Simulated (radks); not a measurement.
The numbers below are computed, except where a source is named.
Ba+, configuration [Xe] 6s1 (the NIST ground configuration). Level of theory: Dirac Kohn-Sham, exchange-only LDA, spin-unpolarised, spherical densities, finite nucleus; Fermi nuclear charge, rms radius 4.8378 fm (a radial shooting solver on a logarithmic mesh with Libxc functionals).

Normalised radial functions P(r) = r R(r) (large component), r in bohr:

r,4d5/2
0.00415,0.0002
0.006548,0.0007
0.01041,0.0026
0.01643,0.0091
0.02592,0.0298
0.04123,0.0907
0.06505,0.2337
0.1035,0.4868
0.1632,0.6886
0.2596,0.4093
0.4096,-0.5111
0.6514,-1.2185
1.028,-0.8996
1.635,-0.2689
2.579,-0.0284
4.102,-0.0006
6.472,0.0000
10.29,0.0000

4d5/2: eigenvalue -92.562 eV, 1 radial node at r = 0.326 bohr, <r> = 0.806 bohr, 90 % of the charge inside 1.22 bohr.
